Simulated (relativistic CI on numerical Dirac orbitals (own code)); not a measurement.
Co³⁺ (3d6) in a crystal field

Calculated by Dirac-Coulomb-Breit CI, KLI orbitals optimised for each configuration, model QED (radiative potential, 1s self-energy scaled to tabulated hydrogen-like ionisation energies), valence Slater integrals scaled by 0.75, one configuration in a parametric crystal field (own radial code).

Field parameters in Wybourne normalisation: D4h B²₀ = −7Ds, B⁴₀ = 21(Dq − Dt), B⁴₄ = 21√(5/14) Dq. The field is a parameter set, without covalency.

S and J are read from ⟨S²⟩ = S(S + 1) and ⟨J²⟩ = J(J + 1) of each level; they are not fictitious spins.

D4h, 10Dq = 18000, Ds = -1500, Dt = 700 cm⁻¹, the lowest 10 levels:

```csv
E (cm⁻¹),Degeneracy,Irrep,S,J
0.0,1,A1,2.00,3.09
0.8,1,A2,2.00,3.09
32.8,2,E,2.00,3.07
43.7,1,B2,2.00,3.06
7762,2,E,2.00,3.53
7818,1,B1,1.98,3.38
7855,1,B2,1.98,3.27
7959,2,E,1.98,3.08
8059,1,A1,1.96,2.90
8165,1,A2,1.99,2.72
```

D4h, 10Dq = 18000, Ds = 3000, Dt = 700 cm⁻¹, the lowest 10 levels:

```tsv
E (cm⁻¹)	Degeneracy	Irrep	S	J
0.0	2	E	1.99	3.57
69.6	1	B1	1.98	3.38
88.6	1	B2	1.99	3.41
212	2	E	1.99	3.17
346	1	A1	1.99	2.95
437	1	A2	1.99	2.74
600	2	E	2.00	2.44
4625	1	B1	1.03	4.56
4696	1	A1	1.02	3.99
4800	1	B2	1.11	4.22
```

D4h, 10Dq = 18000, Ds = 2590, Dt = 700 cm⁻¹, the lowest 10 levels:

```
E (cm⁻¹)  Degeneracy  Irrep     S     J
     0.0           2      E  2.00  3.57
    74.5           1     B1  1.98  3.37
    82.0           1     B2  1.99  3.43
     210           2      E  1.99  3.17
     344           1     A1  1.99  2.95
     433           1     A2  1.99  2.75
     597           2      E  2.00  2.44
    4251           1     A1  1.64  3.47
    4387           1     A2  1.89  3.16
    4434           1     B2  1.76  3.38
```

D4h, 10Dq = 18000, Ds = 2180, Dt = 700 cm⁻¹, the lowest 10 levels:

```json
{"E (cm⁻¹)": "0.0", "Degeneracy": "2", "Irrep": "E", "S": "2.00", "J": "3.59"}
{"E (cm⁻¹)": "74.4", "Degeneracy": "1", "Irrep": "B2", "S": "1.99", "J": "3.46"}
{"E (cm⁻¹)": "80.4", "Degeneracy": "1", "Irrep": "B1", "S": "1.99", "J": "3.37"}
{"E (cm⁻¹)": "209", "Degeneracy": "2", "Irrep": "E", "S": "1.99", "J": "3.18"}
{"E (cm⁻¹)": "343", "Degeneracy": "1", "Irrep": "A1", "S": "1.99", "J": "2.95"}
{"E (cm⁻¹)": "431", "Degeneracy": "1", "Irrep": "A2", "S": "1.99", "J": "2.76"}
{"E (cm⁻¹)": "597", "Degeneracy": "2", "Irrep": "E", "S": "2.00", "J": "2.44"}
{"E (cm⁻¹)": "3219", "Degeneracy": "1", "Irrep": "A1", "S": "1.94", "J": "3.12"}
{"E (cm⁻¹)": "3246", "Degeneracy": "1", "Irrep": "A2", "S": "1.97", "J": "3.07"}
{"E (cm⁻¹)": "3326", "Degeneracy": "2", "Irrep": "E", "S": "1.97", "J": "2.96"}
```

D4h, 10Dq = 18000, Ds = 1770, Dt = 700 cm⁻¹, the lowest 16 levels:

| E (cm⁻¹) | Degeneracy | Irrep | S | J |
| --- | --- | --- | --- | --- |
| 0.0 | 2 | E | 2.00 | 3.61 |
| 61.6 | 1 | B2 | 1.99 | 3.52 |
| 91.0 | 1 | B1 | 1.99 | 3.37 |
| 210 | 2 | E | 1.99 | 3.20 |
| 345 | 1 | A1 | 1.99 | 2.97 |
| 432 | 1 | A2 | 1.99 | 2.80 |
| 603 | 2 | E | 2.00 | 2.43 |
| 2048 | 1 | A1 | 1.97 | 3.04 |
| 2059 | 1 | A2 | 1.98 | 3.02 |
| 2145 | 2 | E | 1.99 | 2.86 |
| 2170 | 1 | B2 | 1.99 | 2.82 |
| 4454 | 1 | A1 | 0.58 | 4.33 |
| 4870 | 1 | B1 | 1.02 | 4.38 |
| 4973 | 1 | B2 | 1.03 | 4.26 |
| 5268 | 2 | E | 1.04 | 4.11 |
| 5675 | 1 | A2 | 1.04 | 3.75 |

The free-ion ground term has S = 2. Every field shown keeps that spin.

Levels of this model without a field, named by their leading LS term (the scale mimics covalency, so terms lie below those of the real free ion): ⁵D4 0, ⁵D3 625, ⁵D2 1052, ⁵D1 1325, ⁵D0 1458, ³H6 19361, ³H5 19712, ³H4 19958 cm⁻¹.
